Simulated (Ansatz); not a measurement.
Consider the substitution at a C–C bond: `O=C(O)C[SiH3]` + H₂Se → `O=C(O)[SeH]` + `C[SiH3]`.

Calculated with Ansatz (gas phase, PBE0-D4/def2-TZVP geometries, no zero-point term in ΔE). CCSD(T)/CBS is the MP2 limit (def2-TZVPP, def2-QZVPP) plus CCSD(T) − MP2 in def2-TZVPP, frozen cores. This one scheme is used for every species. Functionals use def2-TZVPP. B3LYP here is the variant with VWN-RPA as its local correlation; programs differ in this. For Se outer-core shells are correlated without core-valence functions, which leaves a few kJ/mol of doubt a bond. Scalar relativity is left out up to krypton. One conformer a species, not always the lowest.

`O=C(O)C[SiH3]`:

Cartesian coordinates in Å:
```
O -0.436 -1.771 -0.178
C -0.551 -0.737 -0.782
O -1.159 -0.668 -1.978
C -0.051 0.593 -0.312
Si 0.804 0.467 1.365
H -1.444 -1.567 -2.195
H -0.893 1.291 -0.269
H 0.626 1.003 -1.068
H 1.263 1.833 1.737
H -0.142 -0.018 2.398
H 1.984 -0.427 1.282
```

H₂Se:

Z-matrix (Å, degrees):
```
Se
H 1 1.467
H 1 1.467 2 91.2
```

`O=C(O)[SeH]`:

Cartesian coordinates in Å:
```
O 0.827 1.033 0.261
C 0.026 0.156 0.161
O -0.948 -0.100 1.043
Se -0.097 -1.121 -1.269
H -0.864 0.555 1.752
H 1.056 -0.523 -1.949
```

`C[SiH3]`:

Cartesian coordinates in Å:
```
C 0.425 -0.885 0.106
Si -0.380 0.792 -0.095
H 1.511 -0.788 0.168
H 0.190 -1.532 -0.741
H 0.075 -1.376 1.017
H -0.056 1.673 1.059
H -1.860 0.658 -0.177
H 0.096 1.458 -1.337
```

(1) Is it downhill or uphill in electronic energy at CCSD(T)/CBS, and by how much? (An estimate is asked.)

(2) What do these levels give: PBE-D4, PBE0-D4, ωB97X-V, B2PLYP, B3LYP, HF/def2-TZVPP, CCSD/def2-TZVPP, CCSD(T)/def2-TZVPP, HF/def2-QZVPP, SCS-MP2/def2-QZVPP, HF/CBS(def2), CCSD/CBS(def2)? (An estimate is asked.)

Largest T1 diagnostic among the species: 0.014.

Results:

(1) The calculation gave: Uphill: ΔE = +0.08 eV.

(2) The calculation gave: PBE-D4 -0.08, PBE0-D4 0.02, ωB97X-V 0.09, B2PLYP 0.00, B3LYP -0.03, HF/def2-TZVPP 0.19, CCSD/def2-TZVPP 0.11, CCSD(T)/def2-TZVPP 0.07, HF/def2-QZVPP 0.19, SCS-MP2/def2-QZVPP 0.04, HF/CBS(def2) 0.19, CCSD/CBS(def2) 0.11 eV.

In def2-TZVPP, CCSD(T) changes the Hartree–Fock value by −0.11 eV (the triples alone add −0.04 eV) and MP2 by −0.18 eV. From PBE to PBE0 (25 % exact exchange), in def2-TZVPP and without D4, ΔE moves by +0.10 eV.
